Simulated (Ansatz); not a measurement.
System: C₃H₂F₃ (charge -1, singlet). It need not be the lowest isomer of its formula. Whether it binds its extra electron was not tested at this geometry. 
Structure (B3LYP-D3(BJ)/def2-TZVP (Ansatz, a program for electronic structure) minimum search):
```xyz
8

C      2.0877    -0.0147    -0.1346
C      1.0270     0.7184     0.2226
C     -0.2775     0.0872     0.0518
F     -0.9799    -0.0162     1.2333
F     -0.3784    -1.2295    -0.4661
F     -1.1051     0.7915    -0.7961
H      3.1034     0.3787    -0.0407
H      2.0443    -1.0364    -0.5386
```
Charge -1, spin multiplicity 1.

Parts of the frozen-core correlation energy in cc-pVQZ (Ansatz, hartree). Frozen orbitals: 6; correlated occupied orbitals by spin: 18 and 18; virtual: 366 and 366. No spin-orbit coupling. Non-relativistic.

```json
[
 {"term": "reference (HF)", "value": "-413.20665"},
 {"term": "MP2 opposite-spin", "value": "-1.00468"},
 {"term": "MP2 same-spin", "value": "-0.33761"},
 {"term": "CCSD correlation", "value": "-1.34472"},
 {"term": "(T)", "value": "-0.05486"},
 {"term": "T1 diagnostic", "value": "0.013"},
 {"term": "largest doubles amplitude", "value": "0.091"}
]
```
